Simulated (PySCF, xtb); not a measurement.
Si(Cl)3(SMe) (CH₃Cl₃SSi), SMILES CS[Si](Cl)(Cl)Cl.

GFN2-xTB run with xtb 6.7.1 at its own geometry gives an orbital gap of 4.39 eV and a dipole moment of 1.70 D.

The structure is a stationary point at B3LYP-D3(BJ)/def2-SVP. This is a generated structure with no PubChem entry under its InChIKey; it may be hypothetical. One conformer was computed; it need not be the lowest.

**Question.** What does PBE0/def2-TZVP (PySCF) give? (Estimate from the structure and the level; the computed values follow.)

**Answer.** gap 6.92 eV (levels -7.65 and -0.72 eV), dipole 2.09 D.
